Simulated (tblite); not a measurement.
Record of a relaxation.

Compound: C₅H₆B₂F₂S.
Bonds: F1–B2, B2–F3, B2–C4, C4–B5, B5–C6, C6–C7 (aromatic), C7–C8 (aromatic), C8–C9 (aromatic), C9–S10 (aromatic), C6–S10 (aromatic). Hydrogens: H11, H12 on C4; H13 on B5; H14 on C7; H15 on C8; H16 on C9.

Computed with GFN2-xTB (tblite), gas phase: L-BFGS steps from a force-field or distance-geometry start until the largest atomic force falls under 0.01 eV/Å. 8 of its 143 geometries are shown.

Step 0: E = -788.0550 eV, largest atomic force 4.592 eV/Å
```
atom  x, y, z in Å  |  force x, y, z in eV/Å
F1     -2.797   -1.004   -1.760    0.045   3.233   1.521
B2     -2.649    0.170   -0.925    0.386   0.127  -1.089
F3     -2.780    1.514   -1.403    0.050  -3.366   0.483
C4     -2.104   -0.051    0.567   -0.940  -0.136   0.254
B5     -0.876   -1.065    0.592    0.295  -0.691   0.267
C6      0.582   -0.601    0.363    1.402  -0.276  -0.892
C7      1.187    0.524    0.847   -3.759   1.150   1.751
C8      2.475    0.782    0.570    3.791   2.567   0.357
C9      3.192   -0.074   -0.203   -2.836  -1.066   0.318
S10     1.949   -1.352   -0.563    0.529  -0.111  -0.062
H11    -1.874    0.902    1.067   -0.056  -0.192  -0.452
H12    -2.933   -0.517    1.185    0.759   0.428  -0.722
H13    -1.146   -2.177    0.953    0.377   0.419  -0.466
H14     0.584    1.220    1.488    0.659  -0.610  -0.596
H15     2.968    1.716    0.968   -0.543  -0.987  -0.373
H16     4.215    0.022   -0.491   -0.160  -0.489  -0.300
```

Step 20: E = -789.5465 eV, largest atomic force 0.159 eV/Å
```
atom  x, y, z in Å  |  force x, y, z in eV/Å
F1     -2.859   -0.840   -1.717   -0.034   0.020   0.019
B2     -2.559    0.136   -0.881   -0.024  -0.028   0.060
F3     -2.726    1.339   -1.403    0.049  -0.037   0.008
C4     -2.047   -0.100    0.590    0.108  -0.052   0.029
B5     -0.806   -1.091    0.574   -0.022   0.022  -0.032
C6      0.598   -0.501    0.439   -0.049   0.009   0.066
C7      1.116    0.682    0.919   -0.012  -0.005  -0.025
C8      2.470    0.885    0.611    0.037   0.013  -0.028
C9      2.983   -0.127   -0.142    0.064  -0.014   0.025
S10     1.844   -1.369   -0.428   -0.035   0.010   0.075
H11    -1.768    0.866    1.011   -0.147  -0.042   0.042
H12    -2.867   -0.525    1.176    0.086   0.052  -0.060
H13    -0.948   -2.257    0.615   -0.051   0.117  -0.091
H14     0.549    1.386    1.505   -0.046  -0.084  -0.024
H15     3.042    1.738    0.930   -0.015   0.038  -0.036
H16     3.971   -0.212   -0.543    0.092  -0.017  -0.027
```

Step 41: E = -789.6060 eV, largest atomic force 0.260 eV/Å
```
atom  x, y, z in Å  |  force x, y, z in eV/Å
F1     -3.080   -0.809   -1.583   -0.002   0.078   0.087
B2     -2.585    0.151   -0.819   -0.073   0.042  -0.095
F3     -2.535    1.320   -1.436    0.052  -0.066   0.108
C4     -2.067   -0.110    0.641   -0.030  -0.034  -0.049
B5     -0.803   -1.048    0.478    0.114  -0.231   0.034
C6      0.617   -0.499    0.482    0.044   0.057  -0.042
C7      1.120    0.723    0.877    0.077   0.030  -0.061
C8      2.477    0.916    0.569    0.013  -0.055   0.014
C9      3.025   -0.167   -0.059   -0.011   0.059   0.011
S10     1.899   -1.441   -0.259    0.000   0.194   0.082
H11    -1.857    0.816    1.167   -0.012   0.053  -0.056
H12    -2.837   -0.657    1.182   -0.041  -0.013   0.023
H13    -0.964   -2.192    0.260   -0.017   0.085   0.001
H14     0.526    1.462    1.392    0.024  -0.074  -0.100
H15     3.027    1.819    0.789   -0.063  -0.109  -0.009
H16     4.029   -0.276   -0.426   -0.074  -0.014   0.050
```

Step 61: E = -789.6563 eV, largest atomic force 0.057 eV/Å
```
atom  x, y, z in Å  |  force x, y, z in eV/Å
F1     -3.564   -0.499   -1.378   -0.015  -0.001   0.009
B2     -2.657    0.200   -0.723    0.049  -0.015   0.025
F3     -2.234    1.262   -1.386   -0.020   0.032  -0.001
C4     -2.066   -0.218    0.668    0.012   0.010   0.011
B5     -0.769   -1.084    0.360   -0.019   0.035  -0.010
C6      0.627   -0.477    0.343   -0.009  -0.002   0.034
C7      1.084    0.783    0.672   -0.007  -0.001   0.003
C8      2.470    0.952    0.537   -0.019  -0.001  -0.021
C9      3.086   -0.181    0.091    0.016   0.005   0.019
S10     1.986   -1.464   -0.151    0.027   0.017   0.006
H11    -1.833    0.669    1.253    0.031  -0.003  -0.013
H12    -2.791   -0.821    1.214   -0.004   0.003  -0.032
H13    -0.895   -2.218    0.099   -0.012  -0.041  -0.006
H14     0.426    1.567    1.005    0.007  -0.021  -0.006
H15     2.994    1.866    0.760   -0.034  -0.027  -0.025
H16     4.130   -0.331   -0.107   -0.003   0.010   0.009
```

Step 81: E = -789.6634 eV, largest atomic force 0.027 eV/Å
```
atom  x, y, z in Å  |  force x, y, z in eV/Å
F1     -3.646   -0.380   -1.307   -0.004  -0.018  -0.016
B2     -2.659    0.245   -0.693    0.012   0.016   0.009
F3     -2.224    1.307   -1.350    0.005   0.003   0.016
C4     -2.032   -0.239    0.659    0.012  -0.002   0.001
B5     -0.756   -1.128    0.326    0.000  -0.015  -0.017
C6      0.642   -0.524    0.337   -0.007  -0.001   0.000
C7      1.056    0.763    0.614    0.006  -0.003  -0.002
C8      2.439    0.963    0.508    0.022   0.004   0.004
C9      3.101   -0.175    0.149   -0.016  -0.011  -0.007
S10     2.042   -1.497   -0.063   -0.025  -0.008   0.004
H11    -1.759    0.624    1.262   -0.005   0.002   0.011
H12    -2.766   -0.833    1.201    0.007  -0.008  -0.007
H13    -0.896   -2.256    0.044   -0.008   0.010   0.010
H14     0.368    1.545    0.884    0.008   0.002  -0.010
H15     2.929    1.902    0.691    0.001   0.019  -0.004
H16     4.154   -0.308   -0.005   -0.008   0.012   0.009
```

Step 101: E = -789.6697 eV, largest atomic force 0.021 eV/Å
```
atom  x, y, z in Å  |  force x, y, z in eV/Å
F1     -3.470   -0.353   -1.401    0.005   0.020  -0.001
B2     -2.612    0.301   -0.639   -0.008   0.007  -0.011
F3     -2.253    1.473   -1.137   -0.002  -0.013   0.003
C4     -2.029   -0.273    0.695   -0.002  -0.004   0.000
B5     -0.761   -1.157    0.319   -0.001  -0.010   0.007
C6      0.631   -0.542    0.312   -0.001   0.003   0.010
C7      1.023    0.767    0.500    0.004  -0.002   0.012
C8      2.408    0.972    0.436    0.012  -0.003  -0.003
C9      3.092   -0.185    0.200   -0.001   0.004   0.004
S10     2.051   -1.530    0.045   -0.004   0.009  -0.003
H11    -1.758    0.543    1.361   -0.005   0.000   0.004
H12    -2.777   -0.895    1.182   -0.002  -0.009  -0.011
H13    -0.905   -2.283    0.036    0.004   0.000   0.007
H14     0.318    1.561    0.667    0.001  -0.004   0.001
H15     2.883    1.929    0.567    0.002   0.001  -0.017
H16     4.152   -0.318    0.111    0.000   0.000  -0.002
```

Step 122: E = -789.6719 eV, largest atomic force 0.017 eV/Å
```
atom  x, y, z in Å  |  force x, y, z in eV/Å
F1     -3.422   -0.266   -1.446    0.007   0.007   0.001
B2     -2.588    0.341   -0.621    0.002  -0.004  -0.013
F3     -2.227    1.545   -1.033    0.013  -0.001  -0.004
C4     -2.043   -0.311    0.694    0.003  -0.002   0.003
B5     -0.756   -1.178    0.343   -0.001  -0.002   0.005
C6      0.630   -0.549    0.334   -0.001  -0.007  -0.003
C7      1.015    0.770    0.461    0.000  -0.004   0.003
C8      2.399    0.980    0.390   -0.010   0.011  -0.009
C9      3.090   -0.184    0.213    0.000   0.000  -0.001
S10     2.057   -1.540    0.120   -0.001  -0.004  -0.005
H11    -1.798    0.472    1.408    0.002   0.001   0.008
H12    -2.810   -0.955    1.119    0.001  -0.002   0.006
H13    -0.876   -2.314    0.086   -0.007   0.002   0.000
H14     0.303    1.566    0.585   -0.008   0.007   0.007
H15     2.869    1.944    0.468   -0.004   0.000   0.000
H16     4.151   -0.314    0.133    0.004  -0.001   0.002
```

Step 142: E = -789.6749 eV, largest atomic force 0.004 eV/Å
```
atom  x, y, z in Å  |  force x, y, z in eV/Å
F1     -3.320   -0.175   -1.498    0.003   0.002   0.002
B2     -2.492    0.366   -0.624   -0.002   0.000  -0.003
F3     -2.028    1.545   -1.004    0.000  -0.002   0.001
C4     -2.057   -0.333    0.708    0.001   0.001  -0.003
B5     -0.767   -1.213    0.403    0.000  -0.002   0.001
C6      0.612   -0.570    0.366   -0.003  -0.001  -0.001
C7      0.976    0.757    0.470    0.000   0.003   0.001
C8      2.353    0.991    0.356   -0.001  -0.001  -0.002
C9      3.060   -0.161    0.169    0.001  -0.001   0.000
S10     2.051   -1.538    0.121   -0.002  -0.001   0.001
H11    -1.831    0.426    1.454    0.001   0.002   0.002
H12    -2.864   -0.964    1.075    0.001  -0.002   0.001
H13    -0.881   -2.357    0.185    0.001  -0.001   0.000
H14     0.254    1.542    0.610   -0.001   0.000   0.000
H15     2.806    1.965    0.410    0.001   0.002   0.001
H16     4.121   -0.273    0.057    0.001   0.000   0.000
```

Problem. Summarise the path.

Solution. The energy falls by 37.36 kcal/mol from step 0 to step 142; nine tenths of that is first reached at step 14. It rises by more than 0.2 meV at step 47. The largest force goes from 4.592 to 0.004 eV/Å. Among the bonds F1–B2 changes most, from 1.447 to 1.320 Å; the atoms move by 0.618 Å rms after alignment.

Problem. Follow the three bonds and two angles with the largest change from start to end.

Solution. 
| step | E above end (kcal/mol) | largest force (eV/Å) | F1–B2 (Å) | C9–S10 (Å) | B2–F3 (Å) | S10–C9–H16 (°) | C8–C9–S10 (°) |
| --- | --- | --- | --- | --- | --- | --- | --- |
| 0 | 37.36 | 4.592 | 1.447 | 1.819 | 1.432 | 131.7 | 101.2 |
| 6 | 7.15 | 0.699 | 1.323 | 1.723 | 1.324 | 123.3 | 111.7 |
| 12 | 4.10 | 0.272 | 1.320 | 1.714 | 1.320 | 118.5 | 112.3 |
| 19 | 3.05 | 0.182 | 1.319 | 1.709 | 1.320 | 119.8 | 112.3 |
| 25 | 2.54 | 0.183 | 1.319 | 1.712 | 1.320 | 120.1 | 111.7 |
| 31 | 2.04 | 0.116 | 1.320 | 1.709 | 1.321 | 119.2 | 112.4 |
| 37 | 1.82 | 0.093 | 1.321 | 1.706 | 1.321 | 120.3 | 112.2 |
| 43 | 1.33 | 0.198 | 1.324 | 1.711 | 1.322 | 119.2 | 112.2 |
| 49 | 0.84 | 0.126 | 1.320 | 1.705 | 1.319 | 119.0 | 112.3 |
| 56 | 0.48 | 0.069 | 1.320 | 1.705 | 1.321 | 120.0 | 112.1 |
| 62 | 0.42 | 0.047 | 1.320 | 1.706 | 1.322 | 119.7 | 112.3 |
| 68 | 0.32 | 0.071 | 1.322 | 1.708 | 1.322 | 119.8 | 112.0 |
| 74 | 0.28 | 0.028 | 1.320 | 1.707 | 1.322 | 119.9 | 112.3 |
| 80 | 0.27 | 0.023 | 1.320 | 1.707 | 1.322 | 119.7 | 112.2 |
| 86 | 0.24 | 0.044 | 1.320 | 1.708 | 1.321 | 120.0 | 112.2 |
| 93 | 0.17 | 0.048 | 1.320 | 1.708 | 1.322 | 119.9 | 112.2 |
| 99 | 0.13 | 0.043 | 1.319 | 1.707 | 1.322 | 119.8 | 112.3 |
| 105 | 0.11 | 0.025 | 1.320 | 1.708 | 1.322 | 119.8 | 112.2 |
| 111 | 0.09 | 0.027 | 1.320 | 1.707 | 1.323 | 119.8 | 112.3 |
| 117 | 0.08 | 0.028 | 1.320 | 1.707 | 1.322 | 119.8 | 112.2 |
| 123 | 0.07 | 0.022 | 1.320 | 1.707 | 1.322 | 119.8 | 112.2 |
| 130 | 0.06 | 0.032 | 1.321 | 1.707 | 1.323 | 119.8 | 112.3 |
| 136 | 0.01 | 0.036 | 1.320 | 1.708 | 1.323 | 119.7 | 112.2 |
| 142 | 0.00 | 0.004 | 1.320 | 1.707 | 1.323 | 119.8 | 112.2 |

What follows is the cost of the whole relaxation. Time: 1.8 s of wall time. Hardware: one thread, Arm Neoverse N1 (aarch64), no GPU, on a shared host.
